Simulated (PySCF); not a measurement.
C3H10BN. Atoms are numbered in the order given.

```xyz
15

B     -0.0497    -0.5634     0.0000
C      0.6572    -1.9806     0.0000
H      1.3174    -2.0855    -0.8789
H     -0.0381    -2.8361     0.0000
H      1.3174    -2.0855     0.8789
C      0.8204     0.7665     0.0000
C      0.0625     2.0932     0.0000
H      1.5037     0.7195    -0.8708
H      1.5037     0.7195     0.8708
H     -0.5856     2.1889     0.8885
H     -0.5856     2.1889    -0.8885
H      0.7353     2.9661     0.0000
N     -1.4500    -0.4779     0.0000
H     -2.0561    -1.2899     0.0000
H     -1.9543     0.4014     0.0000
```

Geometry optimised at r2SCAN-D4/def2-SVP. One conformer was computed; it need not be the lowest.

Vertical ionisation energy (IE) and electron affinity (EA) in eV. Rows of orbital energies are one-electron estimates. Where ΔSCF, EOM or ADC give a negative EA the extra electron is unbound and the value depends on the basis.

```tsv
level	IE	EA
−ε(HOMO), −ε(LUMO), r2SCAN/def2-TZVP (PySCF)	___	___
−ε(HOMO), −ε(LUMO), PBE/def2-TZVP (PySCF)	6.68	-0.05
```

### Question
What belongs in the gaps? (An estimate is asked for; the answer gives what the named calculation found.)

### Answer

- −ε(HOMO), −ε(LUMO), r2SCAN/def2-TZVP (PySCF), IE: 6.95
- −ε(HOMO), −ε(LUMO), r2SCAN/def2-TZVP (PySCF), EA: -0.58
